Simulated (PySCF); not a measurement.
# Computed records: C₂H₇B₂

All values are calculated (PySCF 2.14.0). Calculation on a computer-drawn molecule: the log of a Hartree-Fock and frozen-core CCSD(T) single point meant for a local Hartree-Fock minimum, with one planted fault or none, to be diagnosed. Offsets are logged minus clean, where the clean run is the same molecule without the fault. The reference is restricted for singlets and unrestricted otherwise, and also for a bond in bohr or an excited solution. Adding or removing an electron swaps singlet and doublet. The excited solution moves the top pair (singlet) or top alpha electron (doublet) to the lowest empty orbital. Highest occupied and lowest empty are orbital energies over both spins, largest force is the largest gradient component, triples share is (T) over the correlation energy, the T1 limit is 0.02 restricted and 0.045 unrestricted, electrons count all cores, a negative frequency is imaginary (commonest isotopes), and the dipole is about the centre of nuclear charge.

C₂H₇B₂

Logged structure:
```xyz
11
C2H7B2
B     -1.3518    -2.1535    -1.5711
C     -0.2926    -0.8654    -1.1667
B      1.2017    -1.1208    -1.9865
C     -0.9587     0.6815    -1.2593
H     -2.6389    -2.0871    -1.8315
H     -0.0695    -1.1753    -0.0130
H      1.5805    -0.3250    -2.9676
H      1.9767    -2.1314    -1.6575
H     -0.2027     1.5129    -0.8435
H     -1.9739     0.7670    -0.6305
H     -1.2114     0.9666    -2.3945
```

| Property | Result |
| --- | --- |
| meant charge | 0 |
| meant multiplicity | 2 |
| meant basis | cc-pVDZ |
| logged electrons | 29 |
| logged basis functions | 91 |
| logged SCF converged | yes |
| logged spin squared | 0.7539 |
| logged highest occupied | -9.1565 eV |
| logged lowest empty | 1.5416 eV |
| logged largest force | 0.053504 hartree/bohr |
| logged T1 diagnostic | 0.012106 |
| logged D1 diagnostic | 0.035747 |
| logged triples share | 0.031835 |
| logged CC converged | yes |
| logged dipole magnitude | 0.69213 debye |
| logged SCF stable within its kind | yes |
| logged energy HF | -129.02584 hartree |
| logged energy CCSD(T) | -129.54286 hartree |
| possible faults | no fault, one electron removed, one electron added, multiplicity raised by two, geometry at a saddle point, SCF held on an excited solution, minimal basis STO-3G, one bond length entered in bohr, all coordinates scaled |
| planted fault | all coordinates scaled, by +9.6 % |
| HF energy offset from clean run | 43.01 kcal/mol |
| CCSD(T) energy offset from clean run | 33.01 kcal/mol |

Drawn bonds:
```tsv
atom	other atom	order
1	2	1
2	3	1
2	4	1
1	5	1
2	6	1
3	7	1
3	8	1
4	9	1
4	10	1
4	11	1
```
